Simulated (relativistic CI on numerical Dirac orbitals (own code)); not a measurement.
Hyperfine structure of Te¹⁹⁺, mass number 123

Computed by Dirac-Coulomb-Breit CI, KLI orbitals optimised for each configuration, a model potential for QED, unscaled Slater integrals (own radial code, finite nucleus).

Configuration list (outside the closed core [Ar] 3d10): 4s²4p³, 4s4p⁴, 4p⁵, 4s²4p²4d, 4s4p³4d, 4s²4p²4f, 4s4p³4f, 4p⁴4d, 4s4p²4d², 4s²4p4d4f, 4p⁴4f, 4s²4p²5s, 4s²4p4d², 4s²4d³, 4s4p4d³, 4s²4d²4f, 4s4p4d²4f, 4s²4d²5s, 4p³4d², 4p²4d³, 4p²4d²4f, 4p²4d²5s. Double excitations out of closed p, d and f shells are left out; levels of such configurations are missing from the list, as are those of other unlisted configurations, and high levels can miss mixing partners.

Nuclear spin I = 1/2, μ = -0.7358 μN (tables of Stone and Pyykkö). The electronic factors are computed for point nuclear moments, without core polarisation or the Bohr-Weisskopf and QED corrections.

```
        Level   E (eV)  A (GHz)
4s²4p³ ²D°3/2  10.3414   -2.446
4s²4p³ ²D°5/2  13.2514   -37.36
4s²4p³ ²P°1/2  17.3833   -113.8
4s²4p³ ²P°3/2  27.6490   -19.23
  4s4p⁴ ⁴P5/2  55.5487    -86.1
  4s4p⁴ ⁴P3/2  62.2134   -14.41
  4s4p⁴ ⁴P1/2  62.9857     -268
  4s4p⁴ ²D5/2  73.3143   -99.28
```

Levels with J = 0, under 50 % of one LS term, or S terms without an open s electron are left out. Small factors come from cancelling terms and can be off by tens of per cent or more.

At this charge energies of transitions that change n are usually good to better than 1 %, and those within a shell (Δn = 0) to a few per cent.

Give the hyperfine levels of 4s²4p³ ²P°1/2 relative to its centre of gravity.

With K = F(F + 1) − I(I + 1) − J(J + 1), E = AK/2: F = 0: 85.35, F = 1: -28.45 GHz.

LS names give the leading component of a level, which can be under half, so a name can repeat, a term be missing and a line seem to break the LS rules.
